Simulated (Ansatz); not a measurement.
`C[CH2][GeH]([F])[Cl]` + `C[NH][InH2]` → `CC[N](C)[InH2]` + `[F][GeH2][Cl]`  (substitution at a C–Ge bond)

Gas-phase electronic energies from Ansatz, PBE0-D4/def2-TZVP geometries. CCSD(T)/CBS is the MP2 limit (def2-TZVPP, def2-QZVPP) plus CCSD(T) − MP2 in def2-TZVPP, frozen cores. Functionals use def2-TZVPP. Elements past krypton have def2 core potentials. For Ge, In outer-core shells are correlated without core-valence functions, which leaves a few kJ/mol of doubt a bond. Scalar relativity is left out up to krypton. One conformer a species, not always the lowest.

`C[CH2][GeH]([F])[Cl]`:

Z-matrix (Å, degrees):
```
C
C 1 1.523
H 1 1.093 2 111.8
H 1 1.092 2 110.7 3 -119.7
H 1 1.092 2 111.4 3 120.6
Ge 2 1.937 1 113.2 3 -60.6
H 2 1.094 1 111.6 3 59.8
H 2 1.093 1 111.5 3 179.5
Cl 6 2.146 2 109.6 1 -61.5
F 6 1.736 2 108.1 1 -176.3
H 6 1.534 2 118.6 1 62.6
```

`C[NH][InH2]`:

Z-matrix (Å, degrees):
```
C
N 1 1.443
H 1 1.098 2 112.6
H 1 1.093 2 110.1 3 119.2
H 1 1.098 2 112.6 3 -121.6
In 2 2.011 1 128.0 3 -119.2
H 2 1.008 1 112.6 3 60.8
H 6 1.711 2 115.1 1 180.0
H 6 1.713 2 113.8 1 -0.0
```

`CC[N](C)[InH2]`:

```xyz
15

C    -1.770    0.085   -0.793
C    -0.719    0.772    0.048
N     0.486    0.006    0.232
C     1.446    0.716    1.039
In    0.916   -1.837   -0.485
H    -2.088   -0.860   -0.343
H    -1.400   -0.130   -1.799
H    -2.652    0.721   -0.891
H    -1.154    1.020    1.032
H    -0.472    1.744   -0.413
H     2.357    0.130    1.174
H     1.047    0.947    2.039
H     1.732    1.677    0.581
H    -0.218   -2.684   -1.440
H     2.489   -2.307    0.019
```

`[F][GeH2][Cl]`:

```xyz
5

F     0.257   -0.757   -1.489
Ge   -0.011   -0.120    0.096
Cl   -0.051    2.003   -0.106
H     1.192   -0.519    0.950
H    -1.387   -0.606    0.549
```

```
             level  ΔE (kJ/mol)
            PBE-D4         58.6
           PBE0-D4         60.6
            B2PLYP         63.0
     HF/def2-TZVPP         66.9
SCS-MP2/def2-TZVPP         60.9
   CCSD/def2-TZVPP         61.9
    MP2/def2-QZVPP         61.9
SCS-MP2/def2-QZVPP         61.3
```

(1) What does CCSD(T)/CBS give? (Best estimate.)

Largest T1 diagnostic among the species: 0.016.

Answers

(1) Computed: +61.1 kJ/mol. The listed levels differ from it by -2.5, -0.5, 1.9, 5.8, -0.2, 0.8, 0.8, 0.2 kJ/mol.

In def2-TZVPP, CCSD(T) changes the Hartree–Fock value by −7.3 kJ/mol (the triples alone add −2.3 kJ/mol) and MP2 by −5.4 kJ/mol. The D4 term adds −4.7 kJ/mol with B3LYP and −2.5 kJ/mol with PBE0; it sums over pairs of atoms, weighted by their polarisabilities, and B3LYP, whose exchange is more repulsive, gets the larger term.

B3LYP here is the variant with VWN-RPA as its local correlation; programs differ in this.
